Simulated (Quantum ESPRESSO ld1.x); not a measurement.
Question: These are the eigenvalues of the occupied orbitals of an atom or ion with whole-number occupations (eV). Calculated with ld1.x of Quantum ESPRESSO 7.5: Dirac Kohn-Sham, LDA (Slater exchange, Perdew-Zunger correlation), spin-unpolarised, spherical densities, point nucleus.

1s1/2: -30258.8
2s1/2: -4611.33
2p1/2: -4316.92
2p3/2: -4065.46
3s1/2: -910.492
3p1/2: -789.964
3p3/2: -743.576
3d3/2: -529.929
3d5/2: -520.277
4s1/2: -156.943
4p1/2: -116.111
4p3/2: -107.432
4d3/2: -42.8161
4d5/2: -41.5614
5s1/2: -20.9447
5p1/2: -12.7596
5p3/2: -11.9953

Which element is it, and in what charge state? The configuration may be excited. Open shells, if any, are shared by 2j + 1.

Answer: Z = 51, antimony, charge +1: Sb+ in [Kr] 4d10 5s2 5p2. The list shows which subshells hold electrons but not how many an open one holds; the 1s level, -1112 hartree, gives Z - s = 47.2 by -(Z - s)^2/2, which with screening and relativity narrows Z to a few neighbours, and the depths of the outer levels then fix element, charge and occupations together.
